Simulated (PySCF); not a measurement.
Si(F)(vinyl)(OH)2 (C2H5FO2Si), SMILES C=C[Si](O)(O)F.

Geometry optimised at B3LYP-D3(BJ)/def2-SVP. Other conformers were not sampled.

Calculation: PBE/def2-TZVP run with PySCF.

The molecule is in vacuum.

Computed frontier levels, gap, dipole moment and polarisability:
```
Property                                                                                                        Value
---------------------------------------------------------------------------------------------  ----------------------
highest occupied level                                                                                       -7.15 eV
lowest empty level                                                                                           -1.73 eV
orbital gap                                                                                                   5.43 eV
dipole moment                                                                                                  1.20 D
quadrupole, principal values (traceless, Buckingham form, about the centre of nuclear charge)   -9.84, 1.75, 8.09 D·Å
mean static polarisability                                                                       53.9 bohr³ (7.98 Å³)
polarisability, principal values                                                               42.7, 51.8, 67.1 bohr³
```
